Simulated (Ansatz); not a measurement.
`[CH3][W](=[O])(=[S])[Cl]` + H₂O → `[CH3][W](=[O])([OH])=[S]` + HCl at 500 K and 1 bar (formal hydrolysis of a W–Cl bond).

Program: Ansatz. Geometries: PBE0-D4/def2-TZVP. ΔE: electronic, gas phase. CBS: MP2 limit from def2 TZ/QZ plus the TZ coupled-cluster correction, frozen cores. This one scheme is used for every species. Elements past krypton have def2 core potentials. For W outer-core shells are correlated without core-valence functions, which leaves a few kJ/mol of doubt a bond. One conformer a species, not always the lowest.

```
                   species  CCSD(T)/CBS energy (Eh)  H − E (kJ/mol)  S (J/(mol·K))
`[CH3][W](=[O])(=[S])[Cl]`              -1039.69635           155.3          429.7
                       H₂O                -76.37941            73.2          206.3
`[CH3][W](=[O])([OH])=[S]`               -655.68404           189.5          429.6
                       HCl               -460.38127            32.5          201.9
```

H − E and S are ideal-gas, rigid-rotor, harmonic terms from PBE0-D4/def2-TZVP, for one conformer and one mirror image of each species. 1 Eh = 2625.50 kJ/mol, R = 8.31446 J/(mol·K).

Task: By hand: ΔE, ΔH, ΔS and ΔG.

Result: ΔE = (-655.68404) + (-460.38127) − (-1039.69635) − (-76.37941) = 0.01045 Eh = 27.4 kJ/mol. Δ(H − E) = 189.5 + 32.5 − 155.3 − 73.2 = -6.5, so ΔH = 20.9 kJ/mol. ΔS = 429.6 + 201.9 − 429.7 − 206.3 = -4.5 J/(mol·K). ΔG = 20.9 − 500 × (-4.5)/1000 = 23.1 kJ/mol.

Task: By hand: the equilibrium constant, and the temperature at which ΔG would vanish if ΔH and ΔS stayed fixed.

Result: log₁₀ K = −ΔG/(RT ln 10) = -2.4. ΔH and −TΔS have one sign here, so there is no such temperature.

The number of gas molecules stays the same, so ΔS is small and ΔH decides. A doubt of 5 kJ/mol in ΔE shifts log₁₀ K by 0.5 here. Other conformers and mirror images would add mixing entropy, several J/(mol·K) or more a flexible species. These are equilibria of isolated gas molecules and say nothing of rates. Largest T1 diagnostic: 0.023 (customary marks: 0.02 for closed shells, 0.045 for open ones).

ΔS is within the doubt of such terms, so its sign, and with it that verdict, could turn.
